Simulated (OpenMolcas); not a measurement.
Ni2+ with 6 ligands (chloride) in tetragonal octahedral coordination (D4h) at 2.45 Å, the axial distance 2.475 Å. A charge of +0.667 e stands 3.2 Å behind each ligand. Ligand basis ANO-RCC-VDZP.
```
Ni    0.0000    0.0000    0.0000
Cl    2.4500    0.0000    0.0000
Cl    0.0000    2.4500    0.0000
Cl   -2.4500    0.0000    0.0000
Cl    0.0000   -2.4500    0.0000
Cl    0.0000    0.0000    2.4745
Cl    0.0000    0.0000   -2.4745
```

| Quantity | Value |
| --- | --- |
| Program | OpenMolcas |
| Method | CASSCF |
| Basis | ANO-RCC-VDZP [5s4p2d1f] |
| Scalar Hamiltonian | DKH2, point nucleus |
| Active space | 8 electrons in 5 orbitals (3d) |
| State averaging | 2S+1 = 3 even, 10 roots; 2S+1 = 1 even, 15 roots |
| Spin-orbit coupling | state interaction with AMFI integrals over the reference wave functions |

Question: What is the spin-free ground state (labels of D4, the rotations of D4h)?

Answer: 3B1, 1-fold in its orbital part, 100 % from free-ion F terms; it has the highest spin that d8 allows.

Question: Where is the first state of the same spin?

Answer: 3E at 3640 cm-1 above the ground state.

Question: What are the lowest two levels with spin-orbit coupling?

Answer: A 1-fold level B2, then a 2-fold level E 2.9 cm-1 above it. Their leading multiplicities are 3 (100 %) and 3 (100 %).

Question: What is χT at 300 K, and how does it compare with the textbook value?

Answer: The lowest level has 2S+1 = 3, for which the spin-only value is χT = S(S+1) / 2 = 1.000 cm3 K/mol (g = 2). The computed 1.790 at 300 K differs by +0.790, through orbital momentum, spin-orbit coupling and any other state in reach.

Without dynamic correlation the repulsion within the d shell is too large (B by tens of per cent), so at a given field states of lower spin stand too high. Ligand-to-metal charge-transfer states are missing. With no ligand orbital active B as a rule stays too high, so bands that hang on it stand too high and its fall with covalency is understated. With metal d orbitals alone and no dynamic correlation the field as a rule comes out too small, by tens of per cent, by up to half for chloride and softer ligands, and the orbital part of g and χT, which goes as 1/10Dq, too large. No measured value stands beside these numbers; the geometry was imposed, not optimised, and the real ion may take another.
